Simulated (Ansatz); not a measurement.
Compare A (`N[C]1(F)[CH2][GeH2]1`) with its isomer B (`[CH3][GeH2][C](=N)F`).

Program: Ansatz. Geometries: PBE0-D4/def2-TZVP. ΔE: electronic, gas phase. CCSD(T)/CBS is the MP2 limit (def2-TZVPP, def2-QZVPP) plus CCSD(T) − MP2 in def2-TZVPP, frozen cores. Functionals use def2-TZVPP. B3LYP here is the variant with VWN-RPA as its local correlation; programs differ in this. For Ge outer-core shells are correlated without core-valence functions, which leaves a few kJ/mol of doubt a bond. Scalar relativity is left out up to krypton. One conformer a species, not always the lowest.

(1) Which isomer does CCSD(T)/CBS put lower? Give the gap. (Estimate.)

(2) Give E(B) − E(A) in kcal/mol with CCSD(T)/def2-TZVPP, ωB97M-V, CCSD/def2-TZVPP, B2PLYP, B3LYP, PBE0-D4, MP2/def2-TZVPP. (An estimate is asked.)

Largest T1 diagnostic: 0.013.

Answers

(1) The calculation gave: B, by 24.2 kcal/mol.

(2) Ansatz gave: CCSD(T)/def2-TZVPP -26.9, ωB97M-V -25.3, CCSD/def2-TZVPP -27.3, B2PLYP -27.4, B3LYP -27.8, PBE0-D4 -22.5, MP2/def2-TZVPP -24.9. None reverses the order clearly.

In def2-TZVPP, CCSD(T) changes the Hartree–Fock value by +7.0 kcal/mol (the triples alone add +0.4 kcal/mol) and MP2 by +9.0 kcal/mol.
